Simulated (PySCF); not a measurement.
## Computed properties of C3H12GaN, SMILES [CH3][Ga]([CH3])([CH3])<-[NH3]

Ga(Me)3(NH3) (C₃H₁₂GaN), SMILES [CH3][Ga]([CH3])([CH3])<-[NH3] (connectivity only; charge and spin as stated), neutral, multiplicity 1. The structure is a stationary point at PBE0-D3(BJ)/def2-SVP. The isomer is the one that the SMILES or the coordinates give; other isomers of the formula were not compared. One conformer was computed; it need not be the lowest. All values are computed for the isolated molecule unless a solvent is named; none is compared with measurement here.

**Structure.** The optimised structure has C3v symmetry. All 45 harmonic modes at PBE0-D3(BJ)/def2-SVP (PySCF) are real, so it is a minimum.

**Vibrations.** The strongest infrared lines (harmonic, unscaled, degenerate partners summed) lie at 1167 cm⁻¹ (166 km/mol, H 83 %, N 17 %), 749 cm⁻¹ (155 km/mol, H 75 %, C 22 %), 3135 cm⁻¹ (115 km/mol, H 91 %, C 9 %). The softest mode is at 73 cm⁻¹ and the zero-point energy is 91.0 kcal/mol.

**Electronic structure.** M06-2X/def2-TZVP (PySCF) places the frontier levels at -7.89 and 0.52 eV, a gap of 8.41 eV, and gives a dipole moment of 4.54 D and a mean polarisability of 76.4 bohr³.

**Excitations.** TDA-PBE0/def2-SVPD (PySCF) has S1 at 5.44 eV (228 nm, f = 0.038, weak); the most intense of the 6 singlets computed lies at 6.60 eV (f = 0.12). Strengths of degenerate partners are summed. T1 (TDA) is at 5.36 eV, 0.08 eV under S1. No vertical singlet excitation falls in the visible range (under 3.1 eV).

**NMR.** GIAO shifts at HF/pcSseg-1 (PySCF) (non-relativistic, atoms alike by connectivity averaged): ¹³C at -8.2 ppm against TMS; ¹H from -0.3 to 1.9 ppm against TMS.
